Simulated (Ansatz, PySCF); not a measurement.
Pair of molecules: CH5N (SMILES CN) (first 7 atoms) with H4OSi (SMILES O[SiH3]); geometry from B3LYP-D3(BJ)/def2-TZVP, rigid monomers moved along the line of their centres of mass till N2···H10 is 2.07 Å.
(charge 0, multiplicity 1):
```xyz
13

C      0.23804    -0.36064    -0.12009
N     -0.26851     0.97108     0.23593
H     -0.45843    -1.11576     0.24456
H      1.19232    -0.52429     0.38071
H      0.38087    -0.51185    -1.19492
H     -1.16393     1.14785    -0.20461
H      0.36596     1.69609    -0.07860
O     -0.52564     0.99291     3.28090
Si    -0.08827    -0.38817     4.03599
H     -0.45889     1.03241     2.29438
H     -0.90668    -1.55547     3.60446
H     -0.27380    -0.18912     5.49028
H      1.33401    -0.74931     3.78031
```

Counterpoise-corrected where a basis set is named; no monomer relaxation. Rows marked so take none.

Rows in 6-31G* carry no dispersion term and start afresh at each structure (6-31G* with six Cartesian d functions).

Programs: Ansatz (an electronic-structure program) with Gaussian orbitals; PySCF for 6-31G* rows, the dispersion terms. Each number belongs to the level named beside it.

Q: What interaction energy does B3LYP/6-31G* give?

A: -41 kJ/mol
